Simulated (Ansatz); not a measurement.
The cluster Pd₃O₃⁻, 6 atoms. Hardware: 4 threads of Intel Xeon on a shared host.

In the def2 sets Pd takes a core potential; there is no spin–orbit coupling. Correlated methods freeze 3 core orbitals; core or outer-core shells of Pd are correlated, in sets that lack core-valence functions.

**Question.** How many basis functions does each of these Ansatz runs have, and roughly what does it cost? PBE-D4/def2-SVP, charge -1 doublet, energy with a search over starts; HSE06-D4/def2-TZVPD, charge -1 doublet, energy, from earlier orbitals; PBE-QIDH/def2-TZVPD, charge -1 doublet, energy, from earlier orbitals; MP2/def2-TZVPD, charge -1 doublet, energy, from earlier orbitals; r2SCAN-D4/def2-TZVPD, charge -1 doublet, energy, from earlier orbitals; RPA@PBE/def2-TZVPD, charge -1 doublet, energy, from earlier orbitals; BHLYP-D4/def2-TZVPD, charge -1 doublet, energy, from earlier orbitals; PBE-D4/def2-TZVPD, charge -1 doublet, energy and forces, from earlier orbitals; r2SCAN-D4/def2-SVPD, charge -1 doublet, relaxation, 11 steps; PBE0-D4/def2-TZVPD, charge -1 doublet, energy, from earlier orbitals; HF/STO-3G, charge -1 doublet, energy.

**Answer.** Other jobs shared the machine, so times can vary by a factor of up to 3. A dash marks memory too small to be measured apart from the calling script's.

| run | functions | fitting or Cholesky vectors | wall time | peak host memory (GiB) |
| --- | --- | --- | --- | --- |
| PBE-D4/def2-TZVPD, charge -1 doublet, energy and forces, from earlier orbitals | 240 | 1629 | 14 s | – |
| r2SCAN-D4/def2-TZVPD, charge -1 doublet, energy, from earlier orbitals | 240 | 1629 | 24 s | 0.56 |
| RPA@PBE/def2-TZVPD, charge -1 doublet, energy, from earlier orbitals | 240 | 1905 | 27 s | 1 |
| HF/STO-3G, charge -1 doublet, energy | 96 | 1244 | 50 s | 1.1 |
| MP2/def2-TZVPD, charge -1 doublet, energy, from earlier orbitals | 240 | 1905 | 59 s | 1.1 |
| PBE0-D4/def2-TZVPD, charge -1 doublet, energy, from earlier orbitals | 240 | 1767 | 60 s | 1.6 |
| HSE06-D4/def2-TZVPD, charge -1 doublet, energy, from earlier orbitals | 240 | 1767 | 61 s | 1.7 |
| PBE-QIDH/def2-TZVPD, charge -1 doublet, energy, from earlier orbitals | 240 | 1905 | 67 s | 1.1 |
| PBE-D4/def2-SVP, charge -1 doublet, energy with a search over starts | 135 | 1281 | 81 s | – |
| BHLYP-D4/def2-TZVPD, charge -1 doublet, energy, from earlier orbitals | 240 | 1920 | 82 s | 1.7 |
| r2SCAN-D4/def2-SVPD, charge -1 doublet, relaxation, 11 steps | 171 | 1425 | 4.2 min | – |
